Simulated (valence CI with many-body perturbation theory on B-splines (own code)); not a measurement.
## V¹⁷⁺: electric-dipole lines

Level of theory: configuration interaction combined with many-body perturbation theory (CI+MBPT): four valence electrons over a frozen Dirac-Fock core [He], radial functions for each j: 11 s, 11 p, 10 d, 8 f, 5 g, 2 h, with the one-electron correlation potential Σ1, the two-electron term Σ2, the three-electron term Σ3, Breit, model QED; selected CI, second order for the rest, scaled by the run's own slope (own B-spline code, finite nucleus).

No measured levels were compared; by estimate levels of excited configurations hold to 0.05 to 0.15 % of their energy, terms of the ground configuration to about 0.5 %. Among the levels kept, up to 850 cm⁻¹ of a level comes from second order outside the variational space, and about a tenth of that is noise between levels of different J, which matters for small intervals.

Lines 101 to 150 of 551 in falling wavelength, among levels below 887.74 eV, chosen from the strongest by gf and those to the six lowest levels. Wavelengths and rates use the calculated energies, so an error of 400 cm⁻¹ moves a line at 51.75 nm by 0.21 % and its rate by three times that or more. Electric multipoles are in the length gauge with retardation, E1 and E2 with the static RPA response of the core. Weak lines are less certain than strong ones. Lines between different terms over intervals too small for the method are left out, as are lines whose strength nearly cancels. The highest levels of a list are the least certain.

Names give the largest LS component (configuration and term), which can be under half, so a name can repeat, a term be missing and a line seem to break the LS rules; names also repeat where a configuration has a term twice. Letters in brackets count levels of one name in rising energy.

```tsv
λ vac (nm)	Upper	Lower	A (s⁻¹)	S (a.u.)
51.75	2s2 2p 3p 3P_2	2s2 2p 3s 3P°_2	1.54e+09	5.26e-01
51.66	2s 2p2 3d 3F_2 [a]	2s 2p2 3p 3D°_1 [a]	1.27e+09	4.33e-01
51.56	2s 2p2 3d 3F_3 [a]	2s 2p2 3p 3D°_2 [a]	1.46e+09	6.90e-01
51.53	2s 2p2 3d 3P_2 [c]	2s 2p2 3p 3P°_2 [d]	7.56e+08	2.55e-01
51.33	2s2 2p 3d 3F°_2	2s2 2p 3p 3D_1	1.24e+09	4.14e-01
51.28	2s2 2p 3d 3P°_2	2s2 2p 3p 3P_2	5.81e+08	1.93e-01
51.16	2s 2p2 3p 3D°_2 [b]	2s 2p2 3s 3D_3	6.72e+08	2.22e-01
51.08	2s2 2p 3d 1F°_3	2s2 2p 3p 1D_2	1.56e+09	7.18e-01
50.35	2s 2p2 3p 3P°_1 [d]	2s 2p2 3s 3P_1 [b]	1.29e+09	2.44e-01
50.26	2s 2p2 3d 3P_2 [a]	2s 2p2 3p 5P°_1	5.98e+08	1.87e-01
50.07	2s 2p2 3p 3D°_2 [b]	2s 2p2 3s 3D_2	9.64e+08	2.99e-01
49.94	2s 2p2 3d 5P_2	2s 2p2 3p 5P°_3	4.83e+08	1.48e-01
49.88	2s2 2p 3d 3P°_2	2s2 2p 3p 3S_1	6.51e+08	2.00e-01
49.76	2s 2p2 3d 1G_4	2s 2p2 3p 1F°_3	1.53e+09	8.35e-01
49.64	2s 2p2 3d 1F_3 [a]	2s 2p2 3p 1D°_2 [a]	5.06e+08	2.14e-01
49.46	2s2 2p 3d 3P°_1	2s2 2p 3p 3S_1	1.19e+09	2.12e-01
49.20	2s2 2p 3d 3D°_3	2s2 2p 3p 3D_3	5.24e+08	2.16e-01
49.06	2s 2p2 3p 3D°_3 [b]	2s 2p2 3s 3D_3	1.66e+09	6.77e-01
47.62	2s 2p2 3d 3D_2 [a]	2s 2p2 3p 3P°_2 [a]	8.72e+08	2.32e-01
47.47	2s 2p2 3d 3D_1 [a]	2s 2p2 3p 3P°_1 [a]	1.13e+09	1.79e-01
47.36	2s 2p2 3p 1D°_2 [b]	2s 2p2 3s 1P_1	2.40e+09	6.28e-01
47.06	2s 2p2 3d 1D_2 [a]	2s 2p2 3p 1P°_1 [a]	5.51e+08	1.42e-01
46.77	2s 2p2 3p 5P°_2	2s 2p2 3s 5P_1	6.34e+08	1.60e-01
46.47	2s 2p2 3d 3D_2 [a]	2s 2p2 3p 3P°_1 [a]	9.97e+08	2.47e-01
46.42	2s 2p2 3d 3D_3 [a]	2s 2p2 3p 3P°_2 [a]	1.63e+09	5.63e-01
45.39	2s2 2p 3p 1D_2	2s2 2p 3s 1P°_1	2.66e+09	6.13e-01
44.52	2s 2p2 3p 5S°_2	2s 2p2 3s 5P_3	2.24e+09	4.88e-01
43.46	2s 2p2 3p 3P°_1 [b]	2s 2p2 3s 3D_2	1.85e+09	2.25e-01
43.36	2s 2p2 3d 3D_3 [a]	2s 2p2 3p 3D°_3 [a]	6.77e+08	1.91e-01
43.32	2s 2p2 3d 3P_2 [a]	2s 2p2 3p 3S°_1 [a]	7.07e+08	1.42e-01
42.91	2s 2p2 3p 3P°_2 [b]	2s 2p2 3s 3D_3	2.09e+09	4.07e-01
42.84	2s 2p2 3p 3P°_1 [b]	2s 2p2 3s 3D_1	1.16e+09	1.35e-01
42.14	2s 2p2 3p 3P°_2 [b]	2s 2p2 3s 3D_2	1.11e+09	2.06e-01
40.08	2s 2p2 3p 1P°_1 [c]	2s 2p2 3s 1P_1	3.90e+09	3.72e-01
39.25	2s 2p2 3p 5S°_2	2s 2p2 3s 5P_2	1.05e+09	1.57e-01
36.27	2s2 2p 3p 1S_0	2s2 2p 3s 1P°_1	5.61e+09	1.32e-01
35.95	2p3 3p 3P_2	2s 2p2 3p 3S°_1 [b]	1.18e+09	1.35e-01
29.79	2p3 3p 1F_3	2s 2p2 3p 1D°_2 [b]	2.49e+09	2.27e-01
28.96	2s 2p2 3p 3D°_3 [b]	2s 2p2 3s 3P_2 [a]	1.29e+09	1.08e-01
27.58	2p3 3p 3D_3 [a]	2s 2p2 3p 3P°_2 [d]	1.70e+09	1.23e-01
27.21	2s 2p2 3p 3D°_3 [a]	2s2 2p 3p 3P_2	1.21e+09	8.39e-02
25.20	2p3 3p 3F_4	2s 2p2 3p 3D°_3 [c]	2.67e+09	1.90e-01
24.97	2p3 3s 3D°_3	2s 2p2 3s 3P_2 [b]	5.10e+09	2.74e-01
24.79	2p3 3s 3D°_2	2s 2p2 3s 3P_1 [b]	2.24e+09	8.43e-02
24.15	2p3 3s 1D°_2	2s 2p2 3s 1P_1	2.27e+09	7.90e-02
22.85	2p3 3p 3D_2	2s 2p2 3p 3D°_1 [c]	2.41e+09	7.10e-02
22.34	2p3 3p 3D_3 [b]	2s 2p2 3p 3D°_2 [c]	2.55e+09	9.82e-02
21.73	2p3 3s 3D°_1	2s 2p2 3s 3P_0 [b]	4.23e+09	6.42e-02
21.68	2p4 3P_2	2s 2p3 3S°_1	5.21e+09	1.31e-01
21.48	2p4 1D_2	2s 2p3 1P°_1	3.39e+09	8.28e-02
```
